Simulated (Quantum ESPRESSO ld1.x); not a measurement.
The numbers below are computed, except where a source is named.
Task: Zr23+, configuration [Ne] 3s2 3p5. Code: ld1.x of Quantum ESPRESSO 7.5. Model: scalar-relativistic Kohn-Sham, LDA (Slater exchange, VWN5 correlation), spin-polarised, spherical densities, point nucleus; open shells are filled with parallel spins first. Some entries of the table are withheld. Estimate them.

orbital  occ.  eigenvalue (hartree)  r(max) (bohr)  <1/r> (bohr^-1)
1s up       1              -690.685        0.02417            41.20
1s down     1              -690.626        0.02417            41.20
2s up       1              -126.567         0.1367            9.320
2s down     1              -126.516         0.1367            9.321
2p up       3              -117.059         0.1091            9.073
2p down     3              -116.996         0.1091            9.073
3s up       1              -44.5951         0.3810            3.599
3s down     1              -44.4498         0.3811            3.595
3p up       3              -41.5337         0.3684            3.485
3p down     2              -41.3867         0.3685            3.482
3d up       0              -37.2251         0.2994            3.319
3d down     0              -37.0923         0.2990            3.320
4s up       0                   (1)         0.7878            1.843
4s down     0                   (2)         0.7891            1.839
4p up       0                   (3)         0.7928            1.789
4p down     0                   (4)         0.7943            1.786

Result: 
(1) 4s up eigenvalue (hartree): -22.1599
(2) 4s down eigenvalue (hartree): -22.1111
(3) 4p up eigenvalue (hartree): -20.9420
(4) 4p down eigenvalue (hartree): -20.8940
